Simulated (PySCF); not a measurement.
Quadrupolar nuclei of `C[C@@H]1CO[C@](C)(F)C1` in NMR

C₆H₁₁FO.
SMILES with atom numbers: `[CH3:1][C@@H:2]1[CH2:3][O:4][C@:5]([CH3:6])([F:7])[CH2:8]1` (hydrogens: H9, H10, H11 on C1; H12 on C2; H13, H14 on C3; H15, H16, H17 on C6; H18, H19 on C8)

Geometry (GFN2-xTB, Å), atoms numbered from 1 in this order:
```
atom  x, y, z in Å
C1    -2.3342   -0.5226   -0.4785
C2    -1.0862   -0.1860    0.3222
C3    -0.7267    1.3074    0.2845
O4     0.6725    1.3571    0.5117
C5     1.2498    0.2906   -0.1476
C6     2.5750   -0.0860    0.4892
F7     1.5239    0.6953   -1.4678
C8     0.1965   -0.8332   -0.2264
H9    -2.5283   -1.5920   -0.4426
H10   -2.2116   -0.2269   -1.5180
H11   -3.1970   -0.0005   -0.0712
H12   -1.2279   -0.4879    1.3641
H13   -0.9620    1.7346   -0.6989
H14   -1.2051    1.9009    1.0629
H15    2.4056   -0.4108    1.5110
H16    3.0409   -0.8827   -0.0835
H17    3.2245    0.7849    0.4939
H18    0.5067   -1.6993    0.3542
H19    0.0740   -1.1336   -1.2668
```

Computed at PBE0/pcSseg-1 (PySCF, non-relativistic):

```csv
atom,environment,nucleus,spin I,Q (b),CQ = χzz (MHz),η
O4,cyclic ether oxygen,17O,5/2,-0.0256,-11.264,0.912
```

Question: Which field gradients stand behind these couplings (CQ in MHz = 234.96 × Q in b × Vzz in au)?

Answer: The tensor is traceless, so η fixes the two smaller values:

```json
{"atom": "O4", "Vxx (au)": "-0.082", "Vyy (au)": "-1.790", "Vzz (au)": "1.873", "Vzz (10²¹ V/m²)": "18.20"}
```

Question: Give the quadrupolar product PQ = |CQ|√(1 + η²/3), the quadrupolar frequency νQ = 3|CQ|/[2I(2I − 1)] and the Larmor frequency ν0 = |g| × 7.62259 MHz/T × B at 7.05 T, with g(17O) = −0.75752.

Answer: 
| atom | PQ (MHz) | νQ (MHz) | ν0 (MHz) | νQ/ν0 |
| --- | --- | --- | --- | --- |
| O4 | 12.73 | 1.690 | 40.71 | 0.042 |

For O4: PQ = 11.26 × 1.1302, νQ = 11.26 × 0.1500, ν0 = 5.7742 MHz/T × 7.05 T.

Question: Second-order quadrupolar shift of the central transition's centre of gravity (half-integer spins, νQ < ν0/10) at 7.05, 14.1 and 18.8 T.

Answer: From −(3/40)(PQ/ν0)²[I(I + 1) − 3/4]/[I(2I − 1)]², which goes as 1/B² (ppm):

| site | 7.05 T | 14.1 T | 18.8 T |
| --- | --- | --- | --- |
| 17O at O4 | -587 | -147 | -82.5 |

Question: Take a correlation time of 10 ps, isotropic tumbling and extreme narrowing. What quadrupolar relaxation rates and linewidths follow?

Answer: 1/T1 = 1/T2 = (3π²/10)(2I + 3)/[I²(2I − 1)] × PQ² × τc; the width is 1/(πT2).

| site | spin factor (2I + 3)/[I²(2I − 1)] | 1/T1 (s⁻¹) | T1 (ms) | linewidth (Hz) |
| --- | --- | --- | --- | --- |
| 17O at O4 | 0.320 | 1540 | 0.651 | 489 |

The couplings are those of the rigid, isolated species; surroundings and motion change them. GFN2-xTB bond lengths can be off by several hundredths of an ångström, more for odd bonds, and the gradients follow them. The small basis limits the accuracy of the gradients.

One conformer stands for the species.
